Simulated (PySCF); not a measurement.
A calculated (UHF, PySCF 2.14, 6-31G*, the non-relativistic Hamiltonian (point nucleus)) atom or ion has these occupied shells.

| shell | electrons | orbital energy (eV) | rms radius, mean of both spins (bohr) |
| --- | --- | --- | --- |
| 1s | 2 | -2217.3 | 0.120 |
| 2s | 2 | -243.88 | 0.560 |
| 2p | 6 | -186.36 | 0.538 |
| 3s | 2 | -49.904 | 1.82 |

**Question.** Name the element and its charge.

**Answer.** P(3+) (phosphorus, charge +3), in [Ne] 3s2, closed-shell 1S.
